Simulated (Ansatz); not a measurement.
`BC1[SiH2][Se]1` + `C[NH][GeH3]` → `B[N](C)[GeH3]` + `C1[SiH2][Se]1`  (ligand exchange at a B–C bond)

Program: Ansatz. Geometries: PBE0-D4/def2-TZVP. ΔE: electronic, gas phase. CCSD(T)/CBS adds triple-zeta CCSD(T) − MP2 to the extrapolated MP2 energy (def2 sets, frozen cores). Functionals use def2-TZVPP. B3LYP here is the variant with VWN-RPA as its local correlation; programs differ in this. For Ge, Se outer-core shells are correlated without core-valence functions, which leaves a few kJ/mol of doubt a bond. Scalar relativity is left out up to krypton.

**Question.** Is it downhill or uphill in electronic energy at CCSD(T)/CBS, and by how much? (Estimate.)

**Answer.** Ansatz gave: Downhill: ΔE = -27.9 kcal/mol.

**Question.** What do these levels give: r2SCAN-D4, PBE0-D4, B3LYP-D4, ωB97M-V, r2SCAN, PBE0, B3LYP, SCS-MP2/def2-TZVPP, CCSD/def2-TZVPP, HF/def2-QZVPP, MP2/CBS(def2), CCSD/CBS(def2)? (Best estimate.)

**Answer.** The calculation gave: r2SCAN-D4 -27.4, PBE0-D4 -27.0, B3LYP-D4 -28.2, ωB97M-V -27.9, r2SCAN -27.4, PBE0 -27.1, B3LYP -28.3, SCS-MP2/def2-TZVPP -28.6, CCSD/def2-TZVPP -28.7, HF/def2-QZVPP -27.9, MP2/CBS(def2) -27.5, CCSD/CBS(def2) -27.8 kcal/mol.

Largest T1 diagnostic among the species: 0.013.
